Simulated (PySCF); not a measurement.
**Structure and norm of the vector part βᵢ = ⅓ Σⱼ (βᵢⱼⱼ + βⱼᵢⱼ + βⱼⱼᵢ) of the static first hyperpolarisability**

Level of theory: quadratic response CAM-B3LYP/def2-TZVPD first hyperpolarisability, Taylor convention, gas phase in PySCF. Geometry: PBE0-D3(BJ)/def2-SVP.

Each molecule in one low-energy conformer.

The calculation is non-relativistic, which matters for the atoms heavier than Zn.

Problem. How does the norm of the vector part βᵢ = ⅓ Σⱼ (βᵢⱼⱼ + βⱼᵢⱼ + βⱼⱼᵢ) of the static first hyperpolarisability change along this series?
- C=C(F)/C(F)=C\C (H replaced by CH3)
- C=C(F)/C(F)=C/[SiH3] (H replaced by SiH3)
- C=C(F)/C(F)=C\Br (H replaced by Br)

Solution. 
```
            molecule  static β vector norm (au)  static β HRS (au)  S1 (eV)
     C=C(F)/C(F)=C\C                        157                 61     5.61
C=C(F)/C(F)=C/[SiH3]                        151                 57     5.48
    C=C(F)/C(F)=C\Br                        130                 63     5.23
```
The norm of the vector part βᵢ = ⅓ Σⱼ (βᵢⱼⱼ + βⱼᵢⱼ + βⱼⱼᵢ) of the static first hyperpolarisability is lowest for C=C(F)/C(F)=C\Br and highest for C=C(F)/C(F)=C\C.
